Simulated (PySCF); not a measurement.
C2H6N (SMILES C[CH]N), doublet, at a GFN2-xTB geometry, with bond 5-1 at 1.6 times its length; M062X/def2-SV(P) (PySCF).

Here is a job for PySCF.
```python
from pyscf import gto, scf, dft

mol = gto.Mole()
mol.atom = '''
    C    -1.24102663    0.21832096    0.05808953
    C     0.04187806   -0.52789987    0.05079988
    N     1.22703780    0.19702767   -0.12900707
    H    -2.03841948   -0.41392474    0.44464473
    H    -1.11740121    1.63978514    1.06317980
    H    -1.54178267    0.55252764   -0.94477418
    H     0.06280098   -1.52863019   -0.34799316
    H     1.22149345    1.09300043    0.34134908
    H     2.06529520   -0.33142950    0.07021572
'''
mol.basis = 'def2-sv(p)'
mol.spin = 1
mol.verbose = 4
mol.build()

mf = dft.UKS(mol)
mf.xc = 'm062x'
mf.diis = False
mf.damp = 0.6
mf.diis_start_cycle = 200
mf.max_cycle = 150
mf.kernel()
mf.analyze()
```

### Question
Predict the main parts of the log of this PySCF run.

### Answer

```
PySCF version 2.14.0

[INPUT] verbose = 4
[INPUT] num. atoms = 9
[INPUT] num. electrons = 25
[INPUT] charge = 0
[INPUT] spin (= nelec alpha-beta = 2S) = 1
[INPUT] symmetry False subgroup None
[INPUT] Mole.unit = angstrom
[INPUT] Symbol           X                Y                Z      unit          X                Y                Z       unit  Magmom
[...]
nuclear repulsion = 74.7883368334844
number of shells = 30
number of NR pGTOs = 96
number of NR cGTOs = 54
basis = def2-sv(p)
ecp = {}

******** <class 'pyscf.dft.uks.UKS'> ********
method = UKS
initial guess = minao
damping factor = 0.6
level_shift factor = 0
DIIS disabled
SCF conv_tol = 1e-09
SCF conv_tol_grad = None
SCF max_cycles = 150
direct_scf = True
direct_scf_tol = 1e-13
number electrons alpha = 13  beta = 12
XC library pyscf.dft.libxc version 7.1.2
    S. Lehtola, C. Steigemann, M. J. T. Oliveira, and M. A. L. Marques,  SoftwareX 7, 1–5 (2018)
XC functionals = m062x
    Y. Zhao and D. G. Truhlar,  Theor. Chem. Acc. 120, 215 (2008)
    Y. Zhao and D. G. Truhlar,  Theor. Chem. Acc. 120, 215 (2008)
radial grids:
    Treutler-Ahlrichs [JCP 102, 346 (1995); DOI:10.1063/1.469408] (M4) radial grids

becke partition: Becke, JCP 88, 2547 (1988); DOI:10.1063/1.454033
pruning grids: <function nwchem_prune>
grids dens level: 3
symmetrized grids: False
atomic radii adjust function: <function treutler_atomic_radii_adjust>
small_rho_cutoff = 0
Set gradient conv threshold to 3.16228e-05
tot grids = 100992
init E= -134.341214763826

cycle= 1 E= -134.216470316725  delta_E= 0.125  |g|= 0.15  |ddm|= 1.95
cycle= 2 E= -134.228138384564  delta_E= -0.0117  |g|= 0.0743  |ddm|= 0.107
cycle= 3 E= -134.231400212238  delta_E= -0.00326  |g|= 0.0475  |ddm|= 0.0585
cycle= 4 E= -134.232848723177  delta_E= -0.00145  |g|= 0.0318  |ddm|= 0.0393
cycle= 5 E= -134.233556999314  delta_E= -0.000708  |g|= 0.022  |ddm|= 0.0281
cycle= 6 E= -134.233930042655  delta_E= -0.000373  |g|= 0.0157  |ddm|= 0.021
cycle= 7 E= -134.234139672374  delta_E= -0.00021  |g|= 0.0116  |ddm|= 0.0162
cycle= 8 E= -134.234264160878  delta_E= -0.000124  |g|= 0.00877  |ddm|= 0.0128
cycle= 9 E= -134.23434149029  delta_E= -7.73e-05  |g|= 0.00679  |ddm|= 0.0104
cycle= 10 E= -134.234391241687  delta_E= -4.98e-05  |g|= 0.00537  |ddm|= 0.00846
cycle= 11 E= -134.234424111018  delta_E= -3.29e-05  |g|= 0.00431  |ddm|= 0.00696
cycle= 12 E= -134.234446259675  delta_E= -2.21e-05  |g|= 0.0035  |ddm|= 0.00576
cycle= 13 E= -134.234461404895  delta_E= -1.51e-05  |g|= 0.00287  |ddm|= 0.00478
cycle= 14 E= -134.234471876514  delta_E= -1.05e-05  |g|= 0.00237  |ddm|= 0.00398
cycle= 15 E= -134.234479179402  delta_E= -7.3e-06  |g|= 0.00197  |ddm|= 0.00331
cycle= 16 E= -134.234484308201  delta_E= -5.13e-06  |g|= 0.00165  |ddm|= 0.00276
cycle= 17 E= -134.234487931774  delta_E= -3.62e-06  |g|= 0.00138  |ddm|= 0.0023
cycle= 18 E= -134.234490505762  delta_E= -2.57e-06  |g|= 0.00116  |ddm|= 0.00192
cycle= 19 E= -134.234492343596  delta_E= -1.84e-06  |g|= 0.000983  |ddm|= 0.00161
cycle= 20 E= -134.234493662502  delta_E= -1.32e-06  |g|= 0.000833  |ddm|= 0.00134
cycle= 21 E= -134.234494613934  delta_E= -9.51e-07  |g|= 0.000708  |ddm|= 0.00112
cycle= 22 E= -134.234495303999  delta_E= -6.9e-07  |g|= 0.000603  |ddm|= 0.000936
cycle= 23 E= -134.234495807363  delta_E= -5.03e-07  |g|= 0.000516  |ddm|= 0.000783
cycle= 24 E= -134.234496176764  delta_E= -3.69e-07  |g|= 0.000442  |ddm|= 0.000656
cycle= 25 E= -134.234496449594  delta_E= -2.73e-07  |g|= 0.00038  |ddm|= 0.00055
cycle= 26 E= -134.234496652459  delta_E= -2.03e-07  |g|= 0.000328  |ddm|= 0.000462
cycle= 27 E= -134.234496804367  delta_E= -1.52e-07  |g|= 0.000284  |ddm|= 0.000389
cycle= 28 E= -134.234496918947  delta_E= -1.15e-07  |g|= 0.000247  |ddm|= 0.000329
cycle= 29 E= -134.234497006016  delta_E= -8.71e-08  |g|= 0.000215  |ddm|= 0.000279
cycle= 30 E= -134.234497072679  delta_E= -6.67e-08  |g|= 0.000188  |ddm|= 0.000237
cycle= 31 E= -134.2344971241  delta_E= -5.14e-08  |g|= 0.000165  |ddm|= 0.000203
cycle= 32 E= -134.234497164058  delta_E= -4e-08  |g|= 0.000146  |ddm|= 0.000174
cycle= 33 E= -134.234497195329  delta_E= -3.13e-08  |g|= 0.000129  |ddm|= 0.000151
cycle= 34 E= -134.234497219969  delta_E= -2.46e-08  |g|= 0.000114  |ddm|= 0.000132
cycle= 35 E= -134.234497239509  delta_E= -1.95e-08  |g|= 0.000101  |ddm|= 0.000115
cycle= 36 E= -134.234497255097  delta_E= -1.56e-08  |g|= 9.05e-05  |ddm|= 0.000102
cycle= 37 E= -134.234497267603  delta_E= -1.25e-08  |g|= 8.09e-05  |ddm|= 9.04e-05
cycle= 38 E= -134.234497277685  delta_E= -1.01e-08  |g|= 7.24e-05  |ddm|= 8.07e-05
cycle= 39 E= -134.234497285851  delta_E= -8.17e-09  |g|= 6.51e-05  |ddm|= 7.25e-05
cycle= 40 E= -134.234497292492  delta_E= -6.64e-09  |g|= 5.85e-05  |ddm|= 6.54e-05
cycle= 41 E= -134.234497297912  delta_E= -5.42e-09  |g|= 5.28e-05  |ddm|= 5.92e-05
cycle= 42 E= -134.234497302348  delta_E= -4.44e-09  |g|= 4.76e-05  |ddm|= 5.38e-05
cycle= 43 E= -134.234497305991  delta_E= -3.64e-09  |g|= 4.31e-05  |ddm|= 4.91e-05
cycle= 44 E= -134.23449730899  delta_E= -3e-09  |g|= 3.9e-05  |ddm|= 4.48e-05
cycle= 45 E= -134.234497311463  delta_E= -2.47e-09  |g|= 3.53e-05  |ddm|= 4.1e-05
cycle= 46 E= -134.234497313506  delta_E= -2.04e-09  |g|= 3.21e-05  |ddm|= 3.75e-05
cycle= 47 E= -134.234497315197  delta_E= -1.69e-09  |g|= 2.91e-05  |ddm|= 3.44e-05
cycle= 48 E= -134.234497316598  delta_E= -1.4e-09  |g|= 2.64e-05  |ddm|= 3.16e-05
cycle= 49 E= -134.23449731776  delta_E= -1.16e-09  |g|= 2.4e-05  |ddm|= 2.9e-05
cycle= 50 E= -134.234497318725  delta_E= -9.65e-10  |g|= 2.19e-05  |ddm|= 2.66e-05
Extra cycle  E= -134.234497320591  delta_E= -1.87e-09  |g|= 1.7e-05  |ddm|= 6.11e-05
converged SCF energy = -134.234497320591  <S^2> = 0.76051962  2S+1 = 2.0104921
**** SCF Summaries ****
Total Energy =                        -134.234497320591061
Nuclear Repulsion Energy =              74.788336833484394
One-electron Energy =                 -327.836477895867176
Two-electron Energy =                  118.813643741791708
Two-electron Coulomb Energy =          138.547529974836664
DFT Exchange-Correlation Energy =      -19.733886233044952
**** MO energy ****
                             alpha | beta                alpha | beta
[...]
To work with the spin densities directly, `use mulliken_meta_spin()` only printing them here.

 ** Mulliken spin pop alpha/beta on meta-lowdin orthogonal AOs **
 ** Mulliken Spin Density (per AO)  **
spin_pop of  0 C 1s       -0.00000
spin_pop of  0 C 2s       -0.01351
spin_pop of  0 C 3s       -0.00011
spin_pop of  0 C 2px      -0.01797
spin_pop of  0 C 2py      -0.02918
spin_pop of  0 C 2pz      -0.03726
spin_pop of  0 C 3px       0.00032
spin_pop of  0 C 3py      -0.00029
spin_pop of  0 C 3pz       0.00042
spin_pop of  0 C 3dxy     -0.00003
spin_pop of  0 C 3dyz      0.00044
spin_pop of  0 C 3dz^2    -0.00001
spin_pop of  0 C 3dxz      0.00047
spin_pop of  0 C 3dx2-y2   -0.00001
spin_pop of  1 C 1s        0.00000
spin_pop of  1 C 2s        0.05282
spin_pop of  1 C 3s        0.00179
spin_pop of  1 C 2px       0.02256
spin_pop of  1 C 2py       0.05245
spin_pop of  1 C 2pz       0.61717
spin_pop of  1 C 3px       0.00060
spin_pop of  1 C 3py       0.00067
spin_pop of  1 C 3pz       0.00616
spin_pop of  1 C 3dxy     -0.00013
spin_pop of  1 C 3dyz     -0.00012
spin_pop of  1 C 3dz^2    -0.00025
spin_pop of  1 C 3dxz      0.00005
spin_pop of  1 C 3dx2-y2    0.00003
spin_pop of  2 N 1s       -0.00000
spin_pop of  2 N 2s        0.01316
spin_pop of  2 N 3s        0.00142
spin_pop of  2 N 2px      -0.00361
spin_pop of  2 N 2py       0.01681
spin_pop of  2 N 2pz       0.15367
spin_pop of  2 N 3px       0.00015
spin_pop of  2 N 3py       0.00039
spin_pop of  2 N 3pz       0.00307
spin_pop of  2 N 3dxy     -0.00005
spin_pop of  2 N 3dyz     -0.00006
spin_pop of  2 N 3dz^2    -0.00017
spin_pop of  2 N 3dxz      0.00015
spin_pop of  2 N 3dx2-y2    0.00004
spin_pop of  3 H 1s        0.00911
spin_pop of  3 H 2s        0.00016
spin_pop of  4 H 1s        0.13745
spin_pop of  4 H 2s        0.00282
spin_pop of  5 H 1s        0.04024
spin_pop of  5 H 2s        0.00074
spin_pop of  6 H 1s       -0.02912
spin_pop of  6 H 2s        0.00044
spin_pop of  7 H 1s       -0.00249
spin_pop of  7 H 2s        0.00013
spin_pop of  8 H 1s       -0.00192
spin_pop of  8 H 2s        0.00039
 ** Mulliken Spin Density (per atom)  **
spin density of  0 C =     -0.09672
spin density of  1 C =      0.75380
spin density of  2 N =      0.18496
spin density of  3 H =      0.00926
spin density of  4 H =      0.14027
spin density of  5 H =      0.04099
spin density of  6 H =     -0.02868
spin density of  7 H =     -0.00235
spin density of  8 H =     -0.00153
 ** Mulliken pop alpha/beta on meta-lowdin orthogonal AOs **
 ** Mulliken pop       alpha | beta **
In total            13.00000 | 12.00000
 ** Mulliken atomic charges   ( Nelec_alpha | Nelec_beta ) **
charge of  0C =     -0.21077  (     3.05702      3.15375 )
charge of  1C =     -0.08709  (     3.42045      2.66664 )
charge of  2N =     -0.36749  (     3.77622      3.59126 )
charge of  3H =      0.10744  (     0.45091      0.44165 )
charge of  4H =     -0.05670  (     0.59849      0.45822 )
charge of  5H =      0.10239  (     0.46930      0.42831 )
charge of  6H =      0.09727  (     0.43703      0.46570 )
charge of  7H =      0.20743  (     0.39511      0.39746 )
charge of  8H =      0.20752  (     0.39548      0.39700 )
Dipole moment(X, Y, Z, Debye):  1.06485, -0.64082,  0.04435
```
